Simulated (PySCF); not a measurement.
C₂H₈BNO, SMILES CCB(N)O.

Geometry optimised at B3LYP-D3(BJ)/def2-SVP. The values are those of a single conformer.

The numbers are results of PySCF with PBE/def2-TZVP, not measurements.

Gas-phase values at a fixed geometry.

Computed frontier levels, gap, dipole moment and polarisability:
The highest occupied level comes out as -6.28 eV and the lowest empty level is -0.20 eV. The orbital gap is 6.08 eV. The dipole moment is 2.55 D and the quadrupole, principal values (traceless, Buckingham form, about the centre of nuclear charge) is -5.62, -1.03, 6.65 D·Å. The mean static polarisability is 53.1 bohr³ (7.87 Å³) and the polarisability, principal values is 44.5, 52.6, 62.2 bohr³.
